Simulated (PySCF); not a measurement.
Working out the excitation energy of Pb⁺

Pb⁺ [Xe] 4f14 5d10 6s2 6p1 (2P) → Pb⁺ [Xe] 4f14 5d10 6s1 6p2 (4P). All numbers are calculated (PySCF 2.14, scalar relativity through the core potential, in cc-pVTZ-PP with ECP60MDF). Frozen: 5s2 5p6 5d10. Energies in hartree (1 hartree = 27.21139 eV):

```tsv
part	Pb⁺ (lower)	Pb⁺ (upper)
UHF	-191.593853	-191.371088
MP2 opposite-spin	-0.024828	0.000000
MP2 same-spin	-0.002109	-0.006385
```

Task: What does Hartree-Fock give?

Result: (-191.371088) − (-191.593853) = 0.222765 hartree = 6.062 eV.

Task: What do MP2 and SCS-MP2 (6/5 opposite-spin, 1/3 same-spin) give?

Result: The opposite-spin parts differ by 0.676 eV and the same-spin parts by -0.116 eV. MP2: 6.062 + (0.676) + (-0.116) = 6.622 eV. SCS-MP2: 6.062 + 1.2 × (0.676) + (-0.116)/3 = 6.835 eV.
